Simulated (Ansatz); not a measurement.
The cluster Sn₅Au. The state is a doublet with charge 0. Geometry PBE-D4/def2-SVP, basis def2-TZVP, Ansatz.

```xyz
6

Au    1.8850    0.1847    1.1833
Sn   -1.7950   -0.7886   -0.9397
Sn   -0.7958    1.9159   -1.1108
Sn    0.1204   -2.0624    0.7125
Sn    1.3266   -0.1067   -1.4941
Sn   -0.7413    0.8571    1.6489
```

| run | HOMO (eV) | LUMO (eV) |
| --- | --- | --- |
| A | -4.97 | -4.15 |
| B | -5.45 | -3.69 |
| C | -4.61 | -4.13 |
| D | -5.10 | -4.03 |
| E | -4.67 | -4.23 |

In the def2 sets Au, Sn take a core potential; there is no spin–orbit coupling. HSE06 is defined as in plane-wave codes, on full-range PBE exchange. The structure comes from a short search, and lower isomers may exist.

HOMO and LUMO are taken over both spins.

Problem. The runs used HSE06, PBE, PBE0, r2SCAN, revPBE. Estimate which is which.

Solution. A r2SCAN (0 % exact exchange); B PBE0 (25 % exact exchange); C revPBE (0 % exact exchange); D HSE06 (range-separated); E PBE (0 % exact exchange). Exact exchange lowers occupied and raises empty levels; among semilocal functionals meta-GGAs tend to open the gap a little, and such runs are hard to tell apart. The gap grows from 0.44 eV (PBE) to 1.76 eV (PBE0).
